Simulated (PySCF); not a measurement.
Ligands exchanged one at a time, B Br-NH2. All species are isolated molecules in the gas phase. Strings in code marks are SMILES.

The T1 excitation (TDA) from two functionals at the same geometries (B3LYP-D3(BJ)/def2-TZVP), both in PySCF: PBE-D3(BJ)/def2-TZVP and B3LYP-D3(BJ)/def2-TZVP. B3LYP has the VWN-RPA correlation part, as in Gaussian. Excitations are Tamm–Dancoff values on a coarser integration grid. The basis has no diffuse functions, so Rydberg states are missing or too high.

```json
[
 {"species": "0 of 3 Br replaced by NH2 (`BrB(Br)Br`)", "PBE-D3(BJ)/def2-TZVP (eV)": "3.98", "B3LYP-D3(BJ)/def2-TZVP (eV)": "4.43"},
 {"species": "1 of 3 Br replaced by NH2 (`NB(Br)Br`)", "PBE-D3(BJ)/def2-TZVP (eV)": "5.50", "B3LYP-D3(BJ)/def2-TZVP (eV)": "5.85"},
 {"species": "2 of 3 Br replaced by NH2", "PBE-D3(BJ)/def2-TZVP (eV)": "5.73", "B3LYP-D3(BJ)/def2-TZVP (eV)": "6.08"},
 {"species": "3 of 3 Br replaced by NH2", "PBE-D3(BJ)/def2-TZVP (eV)": "5.05", "B3LYP-D3(BJ)/def2-TZVP (eV)": "5.50"}
]
```

Over these rows, drawn at random from the members with no instability flagged (it was tested for open shells, ions and some series alone), PBE minus B3LYP-D3(BJ): mean -0.40 eV, from -0.45 eV to -0.35 eV.
